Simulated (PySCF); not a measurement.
Compound: C6H3F.
Numbering: `[CH:1]#[C:2]/[CH:3]=[C:4](\[F:5])[C:6]#[CH:7]` (hydrogens: H8 on C1; H9 on C3; H10 on C7)

Structure optimised with GFN2-xTB, isolated species.

Entries marked ? are missing.

| coordinate | value |
| --- | --- |
| C1≡C2 | ? |
| C2–C3 | ? |
| C3=C4 | 1.342 Å |
| C4–F5 | 1.351 Å |
| C4–C6 | ? |
| C6≡C7 | ? |
| C1–H8 | 1.049 Å |
| C3–H9 | 1.080 Å |
| C7–H10 | 1.049 Å |
| C1–C2–C3 | ? |
| C2–C3–C4 | ? |
| C3–C4–F5 | 120.9° |
| C3–C4–C6 | ? |
| F5–C4–C6 | 114.9° |
| C4–C6–C7 | 178.1° |

Q: Fill in the missing values.

A: 
- C1≡C2 = 1.202 Å, drawn triple (terminal alkyne carbon to alkyne carbon); 0.18 Å below the sum of covalent radii, 1.38 Å.
- C2–C3 = 1.403 Å, drawn single (alkyne carbon to alkene CH carbon); 0.02 Å below the sum of covalent radii, 1.42 Å.
- C4–C6 = 1.410 Å, drawn single (vinylic C–F carbon to alkyne carbon); 0.01 Å below the sum of covalent radii, 1.42 Å.
- C6≡C7 = 1.202 Å, drawn triple (alkyne carbon to terminal alkyne carbon); 0.18 Å below the sum of covalent radii, 1.38 Å.
- C1–C2–C3 = 179.6°, at the alkyne carbon; the outer atoms are 2.605 Å apart.
- C2–C3–C4 = 123.6°, at the alkene CH carbon; the outer atoms are 2.420 Å apart.
- C3–C4–C6 = 124.2°, at the vinylic C–F carbon; the outer atoms are 2.433 Å apart.

Radii are Cordero's, carbon taken as 0.76, 0.73 or 0.69 Å for four, three, and two or fewer neighbours.

GFN2-xTB frequencies: not computed here.
